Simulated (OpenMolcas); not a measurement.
A calculation on B2+.

```
Program             : OpenMolcas 26.06
Method              : CASSCF
Basis               : ANO-RCC-VTZP [4s3p2d1f]
Scalar Hamiltonian  : DKH2, point nucleus
Active space        : 1 electron in 4 orbitals (2s 2p)
State averaging     : 2S+1 = 2 even, 1 root; 2S+1 = 2 odd, 3 roots
Spin-orbit coupling : RASSI with atomic mean-field integrals over the reference wave functions, term energies averaged over their components
```

Q: Which level of the active space comes out lowest?

A: 2s 2S 1/2, with 100 % of that term; it is also the measured ground level.

Q: How high does 2p 2P* 3/2 lie?

A: 49082 cm-1 above the lowest level; measured 48393 cm-1 above the ground level, so the calculation is off by +1 %.

Q: How high does 2p 2P* 1/2 lie?

A: 49051 cm-1 above the lowest level; measured 48358 cm-1 above the ground level, so the calculation is off by +1 %.

Measured values: Moore, Atomic Energy Levels, vol. I, NSRDS-NBS 35 (1971 reprint of NBS Circular 467, 1949).

With one active electron the reference holds no correlation, so core polarisation is missing. Measured partners are found by configuration, term and J. A level has none where our copy of the source lacks it or the pairing is in doubt (some pairs that miss far off the trend of their configuration count as doubtful), and it then counts in no deviation. Levels of configurations outside the active space are missing.

* marks odd parity.
